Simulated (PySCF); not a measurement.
**Dipole response of Sc (scandium, neutral)**

[Ar] 3d1 4s2, 2D determinant. All numbers are calculated (PySCF 2.14, scalar relativity by spin-free X2C-1e, in ANO-RCC-VTZP). Coupled (time-dependent) response in atomic units; α is the mean over directions. The basis has no added diffuse functions, which lowers α and C₆.

```json
{"method": "M06", "mean α (bohr³)": "87.88", "α xx, yy, zz": "85.73, 85.73, 92.18", "C₆ (like pair)": "920.5", "S(−4)": "3873"}
```

S(−4) is the Cauchy moment in α(ω) = α(0) + S(−4) ω² + …

Reference α: 97 ± 10 bohr³ (recommended; Schwerdtfeger and Nagle, table of static dipole polarizabilities (2023 update)). Published C₆: 1383 (Chu and Dalgarno (2004); Tang, Norbeck and Certain (1976)).

α(iu) at M06:

```csv
u (hartree),α(iu) (bohr³)
0,87.88
0.0500,79.20
0.100,61.36
0.200,33.28
0.300,19.89
0.500,9.893
0.750,5.822
1.00,4.043
1.50,2.369
2.00,1.564
3.00,0.8190
5.00,0.3349
```

A single London oscillator, α(iu) = α/(1 + u²/ω²), gives C₆ = (3/4) ω α². Matching the computed C₆ needs ω = 4 × 920.5 / (3 × 87.88²) = 0.159 hartree.

The components differ because the open shell of this determinant is not spherical; for a pure term their mean is the scalar polarisability.
